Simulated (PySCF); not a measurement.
Ga(H)(NH2)2 (GaH5N2), SMILES [NH2][GaH][NH2]. The structure is a stationary point at B3LYP-D3(BJ)/def2-SVP. Other conformers were not sampled.

Give the equilibrium geometry at B3LYP-D3(BJ)/def2-SVP (PySCF confirms it by a frequency run) as Cartesian coordinates in Å, and its point group. (An estimate is asked for; the answer gives what the named calculation found.)

This is not unique; one that fits is point group C2v.
```xyz
8

Ga     0.0000     0.0000    -0.3350
H      0.0000     0.0000    -1.8921
N      0.0000     1.5534     0.6172
H      0.0000     2.4717     0.1890
H      0.0000     1.6126     1.6292
N      0.0000    -1.5534     0.6172
H      0.0000    -1.6126     1.6292
H      0.0000    -2.4717     0.1890
```
Charge 0, spin multiplicity 1.
